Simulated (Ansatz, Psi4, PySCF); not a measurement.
C3H9N, charge -1, doublet, at the geometry of the source list (a state made from the parent by changing its charge; the spin is typed, not shown lowest) (in this run its highest filled SCF level lies above zero, so its values depend strongly on the basis, on diffuse functions most of all). Base run: B3LYP/STO-3G run with PySCF.

Input for PySCF:
```python
from pyscf import gto, scf, dft

mol = gto.M(
    atom='''
C    -1.849200   -0.011800    0.244200
C    -0.451700   -0.446200   -0.172200
N     0.508200    0.610600    0.090700
C     1.863300    0.246100   -0.262900
H    -2.120300    0.903600   -0.273800
H    -2.571800   -0.785700   -0.000100
H    -1.887600    0.173700    1.315500
H    -0.186600   -1.389700    0.341600
H    -0.430000   -0.640000   -1.249400
H     0.469200    0.859000    1.076500
H     2.525600    1.078000   -0.031400
H     1.902600    0.056500   -1.335900
H     2.228400   -0.654000    0.257300
''',
    basis='sto-3g',
    charge=-1,
    spin=1,
    verbose=4,
)

mf = dft.UKS(mol)
mf.xc = 'b3lyp'
mf.kernel()
```

The same geometry, method and basis name were run in Ansatz (a first-principles code) and Psi4 and PySCF, at each program's defaults and at the settings that a row names. The base is PySCF at its defaults. Differences at the defaults can come from grids, fitting, cores and function types together.

| code and settings | ΔE vs base (mEh) | basis functions | E (Eh) | SCF cycles |
|---|---|---|---|---|
| PySCF, defaults (exact integrals, its default grid, spherical functions) | 0.000 | 29 | -171.87178 | 14 |
| Psi4, defaults (density fitting with its default set, its default grid, spherical functions) | -1.221 | 29 | -171.87300 | 12 |
| Ansatz, defaults (factorised integrals, its default grid, spherical functions) | 0.007 | 29 | -171.87177 | - |
| PySCF, density fitting with def2-universal-jkfit | -1.222 | 29 | -171.87300 | 14 |
| PySCF, fine grid | 0.004 | 29 | -171.87178 | 14 |
| Psi4, exact integrals, spherical functions, fine grid | 0.004 | 29 | -171.87178 | 17 |
| Ansatz, high accuracy | 0.004 | 29 | -171.87178 | - |

Open shells are given as the SCF converged; they aren't shown to be the lowest states, and a large step between rows can be another state.
